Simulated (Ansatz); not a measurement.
Job for Ansatz (a program for electronic structure): R-BLYP/def2-TZVPPD on H4IN (a complex). Elements past Kr take the def2 small-core potentials; no spin–orbit coupling. Files ending in .json are basis or fitting sets from the Basis Set Exchange.

Ansatz 0.2 input:
```yaml
crystal:
  periodic: [false, false, false]
  atoms:
    - {symbol: N, position_ang: [-0.08030723, -0.08380489, 0.51713559]}
    - {symbol: H, position_ang: [0.15046936, -0.96815748, 0.07880177]}
    - {symbol: H, position_ang: [-1.00252691, 0.20491527, 0.21117785]}
    - {symbol: H, position_ang: [0.59612786, 0.61363946, 0.22823427]}
    - {symbol: I, position_ang: [-0.03195044, -0.41293503, 3.86027019]}
    - {symbol: H, position_ang: [-0.05668870, -0.24419623, 2.14626001]}
basis:
  gaussian:
    orbitals: def2-TZVPPD.json
hamiltonian:
  xc: {name: BLYP}
scf: {lower_state_search: off}
```

Question: Predict the final total energy.

Answer: -354.8239 hartree.
